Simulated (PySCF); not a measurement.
## Distorted geometries of Bi(NH2)5

Bi(NH2)5 (singlet). PySCF 2.14.0, RKS BP86, Bi def2-SVP with ECP60, N def2-SVP, H def2-SVP; non-relativistic Hamiltonian with scalar-relativistic core potentials where named; density fitting; no spin-orbit coupling. Relaxed geometry:

```xyz
16

Bi    0.0703    0.0000    0.0034
N    -1.1432    0.0000    1.8617
H    -0.8181    0.8221    2.4022
H    -0.8181   -0.8221    2.4022
N    -1.1909    0.0000   -1.7988
H    -0.8645   -0.8252   -2.3328
H    -0.8645    0.8252   -2.3328
N     2.2862    0.0000    0.1503
H     2.5746   -0.8224   -0.4098
H     2.5746    0.8224   -0.4098
N     0.1542    2.2509   -0.1700
H     0.6372    2.5875    0.6840
H    -0.8223    2.5776   -0.0454
N     0.1542   -2.2509   -0.1700
H    -0.8223   -2.5776   -0.0454
H     0.6372   -2.5875    0.6840
```

Task: Order these distorted geometries by energy above the relaxed one, lowest first.
A.
```xyz
16

Bi    0.2508    0.0542    0.2424
N    -1.0867   -0.0505    1.9472
H    -0.9974    0.7645    2.3445
H    -0.9743   -0.7247    2.2998
N    -1.2058    0.0525   -1.7669
H    -0.7681   -0.9059   -2.2802
H    -0.7380    1.0490   -2.4070
N     2.2865   -0.2167    0.1245
H     2.3816   -0.8421   -0.5145
H     2.6597    0.7134   -0.5311
N     0.1904    2.2009    0.0330
H     0.6935    2.5447    0.7137
H    -0.8378    2.7005   -0.1053
N     0.0069   -2.3276   -0.2550
H    -0.6889   -2.4268   -0.0834
H     0.5724   -2.5854    0.7109
```
B.
```xyz
16

Bi    0.1101   -0.0446   -0.0202
N    -1.1218   -0.0036    1.8949
H    -0.8957    0.8344    2.3647
H    -0.8688   -0.7225    2.4507
N    -1.1624    0.1164   -1.7299
H    -0.8589   -0.9416   -2.3482
H    -0.9946    0.8125   -2.3382
N     2.4596    0.0466    0.1631
H     2.6495   -0.7834   -0.4743
H     2.5313    0.8250   -0.4359
N     0.2576    2.1034   -0.2639
H     0.6942    2.6171    0.7299
H    -0.8217    2.5972   -0.0837
N     0.1145   -2.2643   -0.1157
H    -0.8282   -2.6117   -0.0435
H     0.4799   -2.5809    0.7230
```
C.
```xyz
16

Bi    0.0438   -0.0223    0.0208
N    -1.1075   -0.0068    1.8420
H    -0.8378    0.8538    2.4501
H    -0.8290   -0.8028    2.3995
N    -1.1893   -0.0215   -1.8648
H    -0.8467   -0.8129   -2.3224
H    -0.8554    0.8376   -2.3330
N     2.2257   -0.0308    0.1616
H     2.5607   -0.8126   -0.3882
H     2.5644    0.8697   -0.4256
N     0.1377    2.2717   -0.2155
H     0.6818    2.5493    0.7031
H    -0.7965    2.5652   -0.0185
N     0.1200   -2.2454   -0.1522
H    -0.7890   -2.5987   -0.0514
H     0.6618   -2.5936    0.6671
```

Result: C (0.55 eV), B (2.48 eV), A (10.98 eV).

Task: Which forces (eV/Å) act in the one that lies 0.55 eV up?

Result: 
```
Bi  -0.18  0.48 -1.31
N   -0.31  2.22  1.18
H   -0.39 -1.34 -1.12
H    0.30 -0.90  0.50
N   -0.88  2.22  2.15
H    1.05 -2.11 -1.54
H    0.09 -0.17 -0.16
N    1.00  2.98 -0.74
H    0.23 -0.82 -0.56
H   -0.89 -2.15  1.42
N    2.69 -0.48  1.49
H   -1.03 -0.37 -1.70
H   -1.66  0.59  0.37
N    2.61  0.72 -0.09
H   -2.40 -0.93  0.33
H   -0.22  0.06 -0.22
```
Forces carry noise of the integration grid, about 0.01 to 0.03 eV/Å.
